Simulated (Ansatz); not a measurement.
Geometry optimisation, RKS PBE/6-31G* (Ansatz).

The input (input.yaml):

```yaml
crystal:
  periodic: [false, false, false]
  atoms:
    - { symbol: C, position_ang: [-1.1672, 1.2284, -1.4647] }
    - { symbol: "N", position_ang: [-0.4367, 0.9955, -0.4959] }
    - { symbol: B, position_ang: [-0.1081, -0.4179, -0.1236] }
    - { symbol: F, position_ang: [0.66152, -0.77252, 0.988] }
    - { symbol: Si, position_ang: [-0.91883, -1.87765, -1.14811] }
    - { symbol: H, position_ang: [-1.4383, 2.3248, -1.7099] }
    - { symbol: H, position_ang: [-1.6383, 0.4952, -2.082] }
    - { symbol: H, position_ang: [-0.51829, -3.17104, -0.62] }
    - { symbol: H, position_ang: [-0.49304, -1.77152, -2.61255] }
    - { symbol: H, position_ang: [-2.38405, -1.80255, -1.11646] }
basis:
  gaussian: { orbitals: "6-31G*" }
hamiltonian:
  xc: pbe
relax:
  f_tol: 0.015
  max_steps: 40
```

Launched with:

```bash
$ ansatz run input.yaml --threads 1 --pin off --max-ram 2048MiB --backend cpu --events-out ev --progress --plain --runs-dir out
```

Q: Where does it end, and by what steps?

A: The run converged. After 37 steps the energy has fallen by 1.025 eV; H7 moved furthest, 1.80 Å.

```csv
step,energy less start (eV),largest force component (eV/Å),accepted
0,0.0000,3.514,yes
2,-0.3795,1.880,yes
4,-0.5023,0.252,yes
6,-0.5934,0.657,yes
8,-0.6835,2.154,yes
10,-0.8676,0.883,yes
12,-0.9633,0.483,yes
14,-0.9900,0.243,yes
16,-0.9976,0.349,yes
18,-1.0027,0.069,yes
20,-1.0054,0.099,yes
22,-0.9978,0.367,no
24,-1.0153,0.024,yes
26,-1.0187,0.156,yes
28,-1.0224,0.039,yes
30,-1.0231,0.094,yes
32,-1.0244,0.017,yes
34,-1.0245,0.032,yes
36,-1.0245,0.022,no
37,-1.0245,0.014,yes
```

```xyz
10
Properties=species:S:1:pos:R:3
C -1.197 1.716 -1.329
N -0.604 0.670 -0.965
B -0.039 -0.531 -0.598
F 1.151 -0.568 0.051
Si -1.014 -2.261 -1.050
H -1.919 2.237 -0.672
H -1.024 2.168 -2.325
H -1.311 -3.050 0.196
H -0.170 -3.136 -1.936
H -2.316 -2.014 -1.757
```

The run took 110 s on 1 CPU thread of a shared host.
